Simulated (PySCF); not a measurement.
A structure optimised at PBE-D3(BJ)/def2-SVP, used in a PySCF frequency run:

```xyz
11

O      2.0169     1.0697    -0.1380
Si     0.5501     0.4506    -0.6582
O      0.4026    -1.2424    -0.4664
C     -0.7812    -1.4763     0.3418
Si    -1.3619     0.3444     0.7095
H      2.2314     0.8905     0.7947
H      0.5047     0.8885    -2.0900
H     -1.5281    -2.0685    -0.2318
H     -0.5150    -2.0649     1.2477
H     -2.7268     0.7114     0.1877
H     -1.2700     0.7526     2.1582
```
Charge 0, spin multiplicity 1.

Write its SMILES and formula.

O[Si@H]1OC[SiH2]1, CH6O2Si2

What are its rotational constants (standard atomic weights)?

5.1127, 2.4458, 1.9126 GHz
